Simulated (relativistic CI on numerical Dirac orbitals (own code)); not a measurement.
## Zn2+: calculation against measurement

Method of calculation: Dirac-Coulomb-Breit CI, KLI orbitals optimised for each configuration, a model potential for QED, valence Slater integrals scaled by 0.85, P86 correlation energy added to each configuration (own radial code, finite nucleus).

Configuration list (outside the closed core [Ar]): 3d¹⁰, 3d⁹4s, 3d⁹4p, 3d⁸4s², 3d⁹5s, 3d⁹4d, 3d⁹5p, 3d⁸4s4p, 3d⁹4f, 3d⁹5d, 3d⁹5f, 3d⁹5g, 3d⁸4p², 3d⁸4s5s. Levels of other configurations are missing.

```csv
Configuration,Term (tabulated),J,Measured (cm⁻¹),Computed,Error,Purity (%)
3d¹⁰,1S,0,0.0,0,0,100
3d⁹4s,3D,3,78096.3,71484,-6613,100
3d⁹4s,3D,2,79273.6,72661,-6613,90
3d⁹4s,3D,1,80850.2,74167,-6683,100
3d⁹4s,1D,2,83500.3,77000,-6500,90
3d⁹4p,3P°,2,137866.4,129647,-8220,98
3d⁹4p,3P°,1,140071.0,131723,-8348,97
3d⁹4p,3F°,4,141327.0,132883,-8444,100
3d⁹4p,3P°,0,141392.5,132976,-8417,100
3d⁹4p,3F°,2,142483.3,134130,-8354,94
3d⁹4p,3D°,3,145966.6,137273,-8694,68
3d⁹4p,1P°,1,147498.6,139680,-7819,98
3d⁹4p,3D°,1,147571.2,138748,-8824,98
3d⁹4p,3D°,2,147921.5,139252,-8669,56
3d⁸4s²,3F,4,190341.3,178804,-11537,96
3d⁸4s²,3F,3,192763.7,181176,-11587,97
3d⁸4s²,3F,2,194303.3,182696,-11607,95
3d⁸4s²,1D,2,208041.3,197036,-11005,76
3d⁸4s²,3P,2,211725.5,201124,-10601,72
3d⁸4s²,3P,1,211920.7,201498,-10423,84
3d⁸4s²,3P,0,212340.3,201942,-10398,89
3d⁹4d,3S,1,214357.0,202809,-11548,84
3d⁹5s,"(5/2,1/2)",3,214878.0,203500,-11378,97
3d⁹5s,"(5/2,1/2)",2,215340.5,203999,-11342,56
3d⁹4d,3G,5,216607.4,204526,-12081,100
3d⁹4d,3P,2,217073.8,204957,-12117,66
3d⁹4d,3D,3,217655.8,205477,-12178,83
3d⁹5s,"(3/2,1/2) †",1,217663.7,206199,-11465,93
3d⁹5s,"(3/2,1/2) †",2,217846.8,206810,-11036,49
3d⁹4d,3P,0,218428.0,206300,-12128,92
3d⁹4d,3G,3,219684.9,207453,-12232,62
3d⁹4d,3D,1,220006.6,207809,-12198,75
3d⁹4d,1S,0,230606.0,221506,-9100,82
3d⁹5p,3P°,2,233610.4,222010,-11600,95
3d⁹5p,3F°,3,234384.0,222834,-11550,57
3d⁹5p,3F°,4,234576.0,222915,-11661,100
3d⁹5p,3P°,1,234866.9,223319,-11548,78
3d⁹5p,3D°,3,235623.9,224042,-11582,82
3d⁹5p,3P°,0,236560.0,224835,-11725,100
3d⁹5p,3F°,2,237047.8,225405,-11643,76
3d⁹5p,1P°,1,237506.8,226179,-11328,55
3d⁹5p,3D°,1,238205.5,226657,-11549,72
3d⁸4s4p,5D°,4,240911.0,227006,-13905,96
3d⁸4s4p,5D°,3,242741.0,228797,-13944,93
3d⁸4s4p,5D°,2,244248.0,230288,-13960,94
```

Measured levels from Sugar and Musgrove, J. Phys. Chem. Ref. Data 24, 1803 (1995); pairs were made by configuration, J and term (by order where the table uses no LS term), so strongly mixed levels may be paired wrongly.

Mean error by configuration (cm⁻¹): 3d⁹4s -6602; 3d⁹4p -8421; 3d⁸4s² -11023; 3d⁹4d -11698; 3d⁹5s -11360; 3d⁹5p -11576; 3d⁸4s4p -13936. Over the excited levels the mean absolute error is 10516 cm⁻¹ (44 of the 56 excited levels that our extract of the source holds in range could be paired, and the others can miss by more), and the median relative error of those above 1,000 cm⁻¹ is 5.6 %. † marks terms whose computed intervals miss the measured ones by more than a factor of 2.5, or configurations far off the rest, from wrong mixing, a near crossing or a doubtful label or measurement; they are left out of the means.
